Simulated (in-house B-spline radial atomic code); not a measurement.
## RPA and G0W0 on LDA VWN5: Ar⁷⁺

Configuration [Ne] 3s1, highest spin, mean-field start LDA VWN5. Computed with a B-spline radial code for spherical atoms: all electrons, scalar-relativistic (spin-free one-electron X2C), finite nucleus, each spin shell either full or empty, empty states to l = 9 with an (l + 1/2)⁻⁴ tail; G0W0 by contour deformation at full frequency.

Command:
```bash
python run_gw.py task.json out
```
Settings (radii: box in bohr, nucleus in fm):
```
Z                        18
electrons                11
configuration            [Ne] 3s1
hamiltonian              x2c
method                   lda,vwn
lmax                     9
rms_radius               3.4274
spin_polarised           True
box_radius               8.41
intervals                67
ion_configuration        [He] 2s2 2p6
```

Time taken, with all properties: 1.9 s on 1 thread of Arm Neoverse V2, with other jobs on the host.

Energies (hartree):

```csv
term,value
mean-field total,-511.79448
Hartree-Fock functional on these orbitals,-512.98910
direct second order,-0.74323
second-order exchange,0.28519
SOSEX correction,0.26457
```

(1) What is the RPA correlation energy, and what remains with SOSEX?

Quasi-particle levels (eV):

```json
{"level": "3s up", "occupied": "yes", "mean field": "-135.93", "Σx - vxc": "-7.19", "Σc": "?", "QP weight": "?", "G0W0": "?"}
{"level": "2p down", "occupied": "yes", "mean field": "-368.20", "Σx - vxc": "-30.25", "Σc": "3.36", "QP weight": "0.962", "G0W0": "-395.09"}
{"level": "2p up", "occupied": "yes", "mean field": "-368.78", "Σx - vxc": "-30.47", "Σc": "3.46", "QP weight": "0.960", "G0W0": "-395.78"}
{"level": "3s down", "occupied": "no", "mean field": "-131.80", "Σx - vxc": "9.94", "Σc": "-2.84", "QP weight": "0.945", "G0W0": "-124.71"}
```

G0W0 = mean field + (Σx - vxc) + Σc, with Σc (partial-wave tail included) taken at the quasi-particle energy. Only the outer levels were computed. Levels of low weight are left out.

(2) Where does G0W0 put 3s up?

(3) What does it cost to remove one electron (to [He] 2s2 2p6) by differences of total energies, each species on its own start (correlation terms add to the Hartree-Fock functional)?

Results:

(1) RPA gives -0.68306 hartree (-1.69 eV per electron); RPA + SOSEX gives -0.41849, and the second-order doubles -0.45804 hartree (no singles). SOSEX takes back 39 % of the RPA value.

(2) At -144.94 eV, with Σc = -1.82 eV and a quasi-particle weight of 0.972. The tabulated removal energy is 143.457 ± 0.0012 eV (NIST, semi-empirical); the calculation leaves out spin-orbit coupling, Breit and QED terms, and what these don't explain is the method's own error.

(3) LDA VWN5 144.21 eV, Hartree-Fock functional 142.90 eV, + RPA 144.46 eV, + RPA + SOSEX 143.40 eV, + second order 143.53 eV. Tabulated: 143.457 ± 0.0012 eV (NIST, semi-empirical); the calculation leaves out spin-orbit coupling, Breit and QED terms, and what these don't explain is the method's own error.
